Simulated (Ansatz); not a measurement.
`ClB1CO1` + H–F → `FB1CO1` + HCl at 500 K and 1 bar (ligand exchange at a B–Cl bond).

Program: Ansatz. Geometries: PBE0-D4/def2-TZVP. ΔE: electronic, gas phase. CCSD(T)/CBS is the MP2 limit (def2-TZVPP, def2-QZVPP) plus CCSD(T) − MP2 in def2-TZVPP, frozen cores. This one scheme is used for every species.

```
  species  CCSD(T)/CBS energy (Eh)  H − E (kJ/mol)  S (J/(mol·K))
`ClB1CO1`               -599.02877           120.8          317.4
      H–F               -100.39570            39.4          188.7
 `FB1CO1`               -239.05799           123.2          303.8
      HCl               -460.38127            32.5          201.9
```

H − E and S are ideal-gas, rigid-rotor, harmonic terms from PBE0-D4/def2-TZVP. 1 Eh = 2625.50 kJ/mol, R = 8.31446 J/(mol·K).

Question: By hand: ΔE, ΔH, ΔS and ΔG.

Answer: ΔE = (-239.05799) + (-460.38127) − (-599.02877) − (-100.39570) = -0.01479 Eh = -38.8 kJ/mol. Δ(H − E) = 123.2 + 32.5 − 120.8 − 39.4 = -4.5, so ΔH = -43.3 kJ/mol. ΔS = 303.8 + 201.9 − 317.4 − 188.7 = -0.4 J/(mol·K). ΔG = -43.3 − 500 × (-0.4)/1000 = -43.1 kJ/mol.

Question: By hand: the equilibrium constant, and the temperature at which ΔG would vanish if ΔH and ΔS stayed fixed.

Answer: log₁₀ K = −ΔG/(RT ln 10) = 4.5. ΔG = 0 at ΔH/ΔS = 108250 K, far beyond where these terms or the molecules hold.

The number of gas molecules stays the same, so ΔS is small and ΔH decides. A doubt of 5 kJ/mol in ΔE shifts log₁₀ K by 0.5 here. These are equilibria of isolated gas molecules and say nothing of rates. Largest T1 diagnostic: 0.014 (customary marks: 0.02 for closed shells, 0.045 for open ones).
